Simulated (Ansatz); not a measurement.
One change: `C=NB(O)F` becomes `OBB(O)F`.

Ansatz, PBE0-D4/def2-TZVP geometries, multiplicity 1. Each molecule was computed in one conformer, which needn't be the lowest.

```
                                          property  `C=NB(O)F`
              HOMO–LUMO gap (PBE0/def2-TZVPP) / eV        6.52
                 HOMO energy (PBE/def2-TZVPP) / eV       -6.19
  size of the dipole moment (B3LYP/def2-TZVPP) / D        3.33
               HOMO energy (B3LYP/def2-TZVPP) / eV       -7.44
size of the dipole moment (ωB97M-V/def2-TZVPP) / D        3.35
    zero-point energy (PBE0-D4/def2-TZVP) / kJ/mol       139.2
```

Task: What does the change do to each property? (Best estimate.)

Result: Computed: 
```csv
property,`OBB(O)F`,shift
HOMO–LUMO gap (PBE0/def2-TZVPP) / eV,6.59,0.07
HOMO energy (PBE/def2-TZVPP) / eV,-6.72,-0.53
size of the dipole moment (B3LYP/def2-TZVPP) / D,3.71,0.38
HOMO energy (B3LYP/def2-TZVPP) / eV,-8.03,-0.59
size of the dipole moment (ωB97M-V/def2-TZVPP) / D,3.72,0.37
zero-point energy (PBE0-D4/def2-TZVP) / kJ/mol,131.9,-7.3
```

With PBE0 the HOMO falls by 0.56 eV and the LUMO falls by 0.49 eV, so the gap widens by about 0.07 eV. PBE moves the HOMO by -0.53 eV and ωB97M-V by -0.52 eV. Dipoles are sizes alone; their direction can turn.

B3LYP here is the variant with VWN-RPA as its local correlation; programs differ in this.
